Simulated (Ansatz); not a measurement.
`CO[SiH2][AlH2]` + H₂ → `CO[SiH3]` + `[AlH3]` at 500 K and 1 bar (hydrogenolysis of the Si–Al bond).

Program: Ansatz. Geometries: PBE0-D4/def2-TZVP. ΔE: electronic, gas phase. CCSD(T)/CBS is the MP2 limit (def2-TZVPP, def2-QZVPP) plus CCSD(T) − MP2 in def2-TZVPP, frozen cores. This one scheme is used for every species. One conformer a species, not always the lowest.

| species | CCSD(T)/CBS energy (Eh) | H − E (kJ/mol) | S (J/(mol·K)) |
| --- | --- | --- | --- |
| `CO[SiH2][AlH2]` | -648.52635 | 240.0 | 432.5 |
| H₂ | -1.17544 | 41.0 | 145.5 |
| `CO[SiH3]` | -405.93001 | 211.0 | 345.4 |
| `[AlH3]` | -243.78045 | 68.7 | 232.2 |

H − E and S are ideal-gas, rigid-rotor, harmonic terms from PBE0-D4/def2-TZVP, for one conformer and one mirror image of each species. The MP2-based limit puts H₂ 0.8 mEh under its directly extrapolated value; such offsets cancel only in part. 1 Eh = 2625.50 kJ/mol, R = 8.31446 J/(mol·K).

Question: By hand: ΔE, ΔH, ΔS and ΔG.

Answer: ΔE = (-405.93001) + (-243.78045) − (-648.52635) − (-1.17544) = -0.00867 Eh = -22.8 kJ/mol. Δ(H − E) = 211.0 + 68.7 − 240.0 − 41.0 = -1.3, so ΔH = -24.1 kJ/mol. ΔS = 345.4 + 232.2 − 432.5 − 145.5 = -0.4 J/(mol·K). ΔG = -24.1 − 500 × (-0.4)/1000 = -23.9 kJ/mol.

Question: By hand: the equilibrium constant, and the temperature at which ΔG would vanish if ΔH and ΔS stayed fixed.

Answer: log₁₀ K = −ΔG/(RT ln 10) = 2.5. ΔG = 0 at ΔH/ΔS = 60250 K, far beyond where these terms or the molecules hold.

The number of gas molecules stays the same, so ΔS is small and ΔH decides. A doubt of 5 kJ/mol in ΔE shifts log₁₀ K by 0.5 here. Other conformers and mirror images would add mixing entropy, several J/(mol·K) or more a flexible species. These are equilibria of isolated gas molecules and say nothing of rates. Largest T1 diagnostic: 0.012 (customary marks: 0.02 for closed shells, 0.045 for open ones).
